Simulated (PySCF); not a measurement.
Choosing a basis for TDDFT

C3H8BN.
SMILES with atom numbers: `[CH2:1]=[CH:2][BH:3][NH:4][CH3:5]` (hydrogens: H6, H7 on C1; H8 on C2; H9 on B3; H10 on N4; H11, H12, H13 on C5)

TDDFT with PBE0 (PySCF), vertical singlets, core orbitals frozen in the response, spherical d and f functions. One conformer (not necessarily the lowest) at the PBE0-D3(BJ)/def2-SVP geometry, without solvent, vibrations or thermal averaging.

Problem. Compare 6-31G*, 6-31+G*, def2-SVP, def2-SVPD, aug-cc-pVDZ, def2-TZVP and def2-TZVPD for this molecule.

Solution. 

```tsv
basis	functions	diffuse	S1 (eV)	S2 (eV)	S3 (eV)	S4 (eV)	S5 (eV)	LUMO (eV)	α (au)
6-31G*	86	no	6.14	6.53	6.99	7.75	8.17	-0.18	51.5
6-31+G*	106	yes	5.83	6.26	6.35	6.70	6.88	-0.64	59.1
def2-SVP	110	no	6.06	6.41	6.90	7.56	7.65	-0.45	54.0
def2-SVPD	164	yes	5.86	6.30	6.68	6.77	7.43	-0.69	62.8
aug-cc-pVDZ	187	yes	5.77	6.11	6.27	6.60	6.71	-0.72	64.6
def2-TZVP	203	no	5.87	6.30	6.74	6.99	7.50	-0.65	61.0
def2-TZVPD	257	yes	5.80	6.27	6.36	6.69	7.04	-0.71	64.3
```

States are compared by their number. Against the largest diffuse basis here (def2-TZVPD, itself not a converged limit), sets without diffuse functions differ by up to 0.33 eV in S1 and 1.14 eV in S5; the smaller diffuse sets differ by up to 0.06 and 0.40 eV. State by state, the largest deviation of a set without diffuse functions is S1 0.33, S2 0.27, S3 0.63, S4 1.06, S5 1.14 eV. The same number needn't mean the same state in each row. Against def2-TZVPD the polarisability deviates by -20% in 6-31G*, -8% in 6-31+G*, -16% in def2-SVP, -2% in def2-SVPD, 0% in aug-cc-pVDZ, -5% in def2-TZVP. A single + in a Pople set puts diffuse functions on heavy atoms only.
